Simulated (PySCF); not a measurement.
**Spin-rotation constants: SMILES CC(C)(C)C=C1CC1, C₈H₁₄**

Geometry (Å), atoms numbered from 1 in this order:
```xyz
22

C    -1.887    0.131   -1.186
C    -0.992    0.057    0.057
C    -0.694   -1.404    0.389
C    -1.714    0.716    1.239
C     0.269    0.841   -0.222
C     1.498    0.390   -0.200
C     2.922    0.697   -0.377
C     2.460   -0.698   -0.008
H    -2.113    1.166   -1.435
H    -1.390   -0.327   -2.039
H    -2.824   -0.393   -1.009
H    -0.185   -1.888   -0.440
H    -0.064   -1.475    1.271
H    -1.621   -1.940    0.583
H    -2.650    0.200    1.445
H    -1.094    0.679    2.132
H    -1.937    1.758    1.019
H     0.101    1.885   -0.461
H     3.298    0.867   -1.376
H     3.423    1.289    0.377
H     2.654   -1.053    0.995
H     2.529   -1.475   -0.756
```

Theory: GIAO B3LYP/pcSseg-1 magnetisability, rotational g tensor and spin-rotation constants, non-relativistic, gas phase (PySCF 2.14.0). Geometry: GFN2-xTB.

**Question.** Give the nuclear spin-rotation constants along the inertial axes (H = +C I·J) beside the isotropic shieldings.

**Answer.** Rotational constants 3.7523, 1.2031, 1.1526 GHz. A star marks the isotopologue with that one atom substituted, in its own axes.
| atom | isotope | Caa (kHz) | Cbb (kHz) | Ccc (kHz) | mean (kHz) | σ (ppm) |
| --- | --- | --- | --- | --- | --- | --- |
| H9 | 1H | -0.406 | 0.031 | -0.131 | -0.169 | 30.6 |
| H10 | 1H | -0.286 | -0.134 | -0.013 | -0.144 | 30.8 |
| H11 | 1H | -0.001 | -0.103 | -0.131 | -0.078 | 30.8 |
| H12 | 1H | -0.294 | -0.114 | -0.020 | -0.143 | 30.4 |
| H13 | 1H | -0.294 | -0.114 | -0.020 | -0.143 | 30.4 |
| H14 | 1H | -0.025 | -0.088 | -0.139 | -0.084 | 30.9 |
| H15 | 1H | 0.000 | -0.103 | -0.131 | -0.078 | 30.8 |
| H16 | 1H | -0.286 | -0.134 | -0.013 | -0.144 | 30.8 |
| H17 | 1H | -0.406 | 0.031 | -0.131 | -0.169 | 30.6 |
| H18 | 1H | -0.370 | 0.120 | -0.127 | -0.125 | 25.7 |
| H19 | 1H | -0.288 | -0.110 | -0.045 | -0.147 | 30.9 |
| H20 | 1H | -0.288 | -0.110 | -0.045 | -0.147 | 30.9 |
| H21 | 1H | -0.409 | -0.069 | -0.040 | -0.173 | 30.6 |
| H22 | 1H | -0.409 | -0.069 | -0.040 | -0.173 | 30.6 |
| C1 | 13C* | 0.658 | 0.224 | 0.180 | 0.354 | 148.4 |
| C2 | 13C* | 0.696 | 0.221 | 0.207 | 0.375 | 142.0 |
| C5 | 13C* | 1.281 | 0.579 | 0.209 | 0.690 | 43.2 |
| C6 | 13C* | 1.642 | 0.501 | 0.093 | 0.745 | 58.0 |
| C7 | 13C* | 0.619 | 0.190 | 0.060 | 0.290 | 179.4 |
| C8 | 13C* | 0.530 | 0.225 | 0.078 | 0.278 | 174.8 |

For the geometry as given, no vibrational averaging.

**Question.** How do the rotational constants and the g tensor change when H9, H10, H11, H12, H13, H14, H15, H16, H17, H18, H19, H20, H21, H22 are replaced by deuterium?

**Answer.** Constants 2.8109, 0.9961, 0.9542 GHz; g -0.0103, -0.0042, 0.0049, against -0.0138, -0.0050, 0.0059 before.
